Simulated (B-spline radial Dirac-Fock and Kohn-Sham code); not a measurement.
# Bi⁶²⁺: scattering cross sections and density moments

System: the Bi⁶²⁺ ion, [Ar] 3d3.

These are calculated numbers from a radial finite-basis atomic code; the model is relativistic Hartree-Fock (Dirac-Fock) wave functions, averaged over the configuration.

```
Sum of ⟨r⟩                          : 2.251 bohr
Sum of ⟨r²⟩                         : 0.3536 bohr²
Sum of ⟨1/r⟩                        : 488.66 per bohr
Langevin diamagnetic susceptibility : -0.280 × 10⁻⁶ cm³/mol
Lamb shielding (α²/3)Σ⟨1/r⟩         : 8674 ppm
```

Coherent scattering is the Thomson cross section weighted by f₀², without anomalous dispersion; incoherent scattering is Klein-Nishina weighted by S. The Lamb formula is the non-relativistic shielding expression. Electron correlation is left out. A dash stands where the photon energy is too low for the impulse approximation behind that column.

```tsv
hν (keV)	coherent (b)	incoherent (b)	incoherent per electron (b)
2	292.4	–	–
8.0478	278.7	–	–
10	271.3	–	–
20	220.0	–	–
30	166.6	–	–
50	96.87	4.613	0.220
100	39.19	6.396	0.305
500	2.565	5.614	0.267
```

Incoherent scattering overtakes coherent scattering between 100 and 500 keV.
